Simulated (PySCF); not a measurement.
Sn(H)(F)(NH2)2 (FH₅N₂Sn), SMILES [NH2][SnH]([F])[NH2].

Geometry: B3LYP-D3(BJ)/def2-SVP. The structure was generated by enumeration; whether it is a known compound was not checked. The def2 effective core potentials stand for the cores of Sn; spin–orbit coupling is left out. Other conformers were not sampled.

Calculation: PBE0/def2-TZVP in PySCF.

Isolated molecule, no solvent.

Computed frontier levels, gap, dipole moment and polarisability:
The highest occupied level is -7.71 eV and the lowest empty level is -0.71 eV. The orbital gap is 7.01 eV, the dipole moment is 1.25 D and the quadrupole, principal values (traceless, Buckingham form, about the centre of nuclear charge) comes out as -15.74, 6.01, 9.73 D·Å. The mean static polarisability is 51.9 bohr³ (7.69 Å³) and the polarisability, principal values is 46.0, 53.0, 56.8 bohr³.
